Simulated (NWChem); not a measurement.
# InBrCl2; SMILES [Cl][In]([Cl])[Br]

This build's default masses of Se (78.918 u) and Br (79.917 u) are each other's, which moves their modes by up to 0.6 %. def2 effective core potentials on In; no spin-orbit coupling.

Task: Give the equilibrium geometry at PBE0/def2-SVP with def2 effective core potentials on In (NWChem) as a list of bonds and angles, with the point group.

Result: point group C2v; any orientation.
Bonded distances (Å): In1–Cl2 2.324, In1–Cl3 2.324, In1–Br4 2.452. Angles (°): Cl2–In1–Cl3 118.7, Cl2–In1–Br4 120.6, Cl3–In1–Br4 120.6.
